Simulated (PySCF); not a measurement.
# Magnetic susceptibility: `C(CC1=C(Cl)C(=C)O1)(F)F`, C6H5ClF2O

Cartesian coordinates in Å; atom numbers follow the order of the lines, from 1:
```xyz
15

C    -3.072    0.570   -0.002
C    -1.827    0.167   -0.127
O    -0.663    0.929   -0.368
C     0.069   -0.277   -0.333
C     1.532   -0.356   -0.508
C     2.242    0.522    0.522
F     2.155   -0.021    1.757
F     3.563    0.604    0.237
C    -1.008   -1.055   -0.099
Cl   -1.321   -2.707    0.122
H    -3.329    1.610   -0.082
H    -3.857   -0.141    0.183
H     1.859   -1.391   -0.392
H     1.817    0.010   -1.498
H     1.836    1.543    0.567
```

Computed, not measured: PySCF, GIAO B97-2/pcSseg-1 magnetisability, rotational g tensor and spin-rotation constants, non-relativistic, gas phase. Geometry: GFN2-xTB.

Question: How diamagnetic is it, and how anisotropic?

Answer: Isotropic -1393 × 10⁻³⁰ J/T², or -83.9 × 10⁻⁶ cm³/mol; principal values -1505, -1368, -1306 × 10⁻³⁰ J/T², anisotropy 176 × 10⁻³⁰ J/T² (root of half the summed squared differences of the principal values). The susceptibility is in cgs units.

Question: Split it along the inertial axes a, b, c into diamagnetic and paramagnetic parts about the centre of mass, with the quadrupole moment.

Answer: 
```tsv
axis	χ (10⁻⁶ cm³/mol)	diamagnetic (10⁻⁶ cm³/mol)	paramagnetic (10⁻⁶ cm³/mol)	summed x² of all electrons (Å²)	quadrupole Θ (D Å)
a	-82.0	-736.7	654.7	391.3	-1.95
b	-79.8	-1840.1	1760.4	131.2	+3.48
c	-89.9	-2216.8	2126.9	42.4	-1.52
```
Anisotropies 2χaa − χbb − χcc = +5.6 and 2χbb − χaa − χcc = +12.4 × 10⁻⁶ cm³/mol. Θ is traceless in Buckingham's convention.

Question: And the rotational g tensor?

Answer: 
```
axis  rotational constant (GHz)        g  nuclear part  electronic part
   a                     1.8044  -0.0245        0.5305          -0.5550
   b                     0.6294  -0.0102        0.5104          -0.5206
   c                     0.5192  -0.0052        0.5136          -0.5188
```
Asymmetric top; isotopes 12C, 35Cl, 19F, 1H, 16O; no vibrational averaging.
